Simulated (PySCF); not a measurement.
CH3F3Si. Atoms are numbered in the order given.

```xyz
8

F      1.6360     0.9541     0.0000
Si     0.9841    -0.5461     0.0000
C     -0.9349    -0.3922     0.0000
F     -1.3477     0.2956     1.1165
F     -1.3477     0.2956    -1.1165
H      1.4111    -1.2635    -1.2446
H      1.4111    -1.2635     1.2446
H     -1.4543    -1.3840     0.0000
```

The structure is a stationary point at PBE-D3(BJ)/def2-SVP. Other conformers were not sampled.

All values below come from HF/pcSseg-1 in PySCF.

GIAO shieldings, no solvent; atoms alike by connectivity are averaged. δ = σ(ref) − σ: ¹⁹F against CFCl3 (σ = 238.5 ppm); ²⁹Si against TMS (σ = 393.8 ppm); ¹³C against TMS (σ = 192.6 ppm); ¹H against TMS (σ = 31.99 ppm), references at their B3LYP-D3(BJ)/def2-TZVP geometries, non-relativistic.

```
nucleus   atoms  count  δ (ppm)
-------  ------  -----  -------
¹⁹F      F4, F5      2   -130.0
¹⁹F          F1      1   -185.4
²⁹Si        Si2      1    -17.8
¹³C          C3      1    112.9
¹H           H8      1     5.94
¹H       H6, H7      2     5.10
```
